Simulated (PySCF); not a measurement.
This script is equivalent to a calculation on Xe (xenon, neutral).

```python
from pyscf import gto, scf, dft, mp, cc
import basis_set_exchange as bse
txt = bse.get_basis("cc-pVDZ-PP", elements=["Xe"], fmt="nwchem", header=False)
cut = txt.index("\nECP")
mol = gto.M(atom="Xe 0 0 0", charge=0, spin=0, symmetry="D2h",
            basis=gto.basis.parse(txt[:cut]),
            ecp={"Xe": gto.basis.parse_ecp(txt[cut:])})
mf = dft.UKS(mol, xc="MN15")
mf.irrep_nelec = {'Ag': (4, 4), 'B1g': (1, 1), 'B2g': (1, 1), 'B3g': (1, 1), 'B1u': (2, 2), 'B2u': (2, 2), 'B3u': (2, 2)}
mf.kernel()
```

(1) What total energy does it give?

(2) Which occupied shell lies highest, and where?

Energies and moments cover only the electrons outside the core potential.

Results:

(1) -328.540 hartree (calculated).

(2) 5p, at -9.909 eV.
